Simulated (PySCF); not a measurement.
Compound: C₆H₁₀N₂.
Numbering: `[CH3:1][CH2:2][c:3]1[cH:4][c:5]([CH3:6])[nH:7][n:8]1`

Geometry (GFN2-xTB, Å), atoms numbered from 1 in this order:
```xyz
18
C6H10N2 angstrom
C     -2.7154    0.1640    0.6671
C     -2.0130   -0.2895   -0.6130
C     -0.5512   -0.0055   -0.5534
C      0.4202   -0.6425    0.2451
C      1.6058   -0.0063   -0.0428
C      2.9871   -0.2025    0.4671
N      1.3012    0.9421   -0.9592
N      0.0041    0.9515   -1.2748
H     -2.3046   -0.3528    1.5316
H     -2.5800    1.2336    0.8096
H     -3.7808   -0.0473    0.6101
H     -2.1684   -1.3625   -0.7525
H     -2.4317    0.2383   -1.4705
H      0.2683   -1.4536    0.9276
H      3.6874   -0.3374   -0.3571
H      3.0239   -1.0805    1.1055
H      3.3081    0.6632    1.0475
H      1.9302    1.5940   -1.3996
```

NICS = −σ at a ghost point: NICS(0) at the centroid of the ring atoms, NICS(1) 1 Å to either side along the normal of their mean plane, zz for the tensor component along that normal. Level: GIAO PBE0/pcSseg-1 (PySCF, non-relativistic, gas phase) on the GFN2-xTB geometry, one conformer.

Ring bond lengths (Å), with Mayer bond orders in brackets: C3–C4 1.410 (1.27), C4–C5 1.376 (1.43), C5–N7 1.354 (1.11), N7–N8 1.335 (1.20), N8–C3 1.321 (1.56).

What do the NICS probes read (ppm)?

| ring | type | NICS(0) | NICS(1), two faces | NICS(1)zz, two faces | rms pucker (Å) | centre to ring atoms, mean (Å) |
| --- | --- | --- | --- | --- | --- | --- |
| C3–C4–C5–N7–N8 | 5-membered ring with 2 N; formal bonds all aromatic | -12.4 | -11.2 / -11.3 | -28.0 / -28.7 | 0.00 | 1.16 |

What can be read from them?

- C3–C4–C5–N7–N8: mean NICS(1)zz -28.3 ppm, shielded. The ring is flat and has no four-coordinate atom; by the NICS criterion it is aromatic.

And the bond-length index? HOMA = 1 − mean of α(R − Ropt)² over the ring bonds, with Krygowski's 1993 parameters (CC: Ropt 1.388 Å, α 257.7 Å⁻²; CN: Ropt 1.334 Å, α 93.52 Å⁻²; NN: Ropt 1.309 Å, α 130.33 Å⁻²).

- C3–C4–C5–N7–N8: HOMA 0.94; the largest term is that of C3–C4, α(R − Ropt)² = 0.12. The geometric and the magnetic index point the same way.

List the ring angles and the Hirshfeld charges of the ring atoms.

- C3–C4–C5–N7–N8: C3 110.3° (+0.027 e), C4 105.4° (-0.116 e), C5 105.8° (+0.035 e), N7 112.6° (-0.028 e), N8 105.9° (-0.169 e); sum 540.0° against 540° for a flat convex ring.

What are the shieldings of the ring atoms and their hydrogens in the same run (means over atoms taken as equivalent)?

```
atoms                  environment  σ isotropic (ppm)
   C3  substituted aromatic carbon               27.6
   C4           aromatic CH carbon               79.0
   C5  substituted aromatic carbon               44.8
   N7        pyrrole-type nitrogen               50.5
   N8       pyridine-type nitrogen              -67.1
  H14            aromatic hydrogen              25.75
  H18                 N–H hydrogen              22.91
```
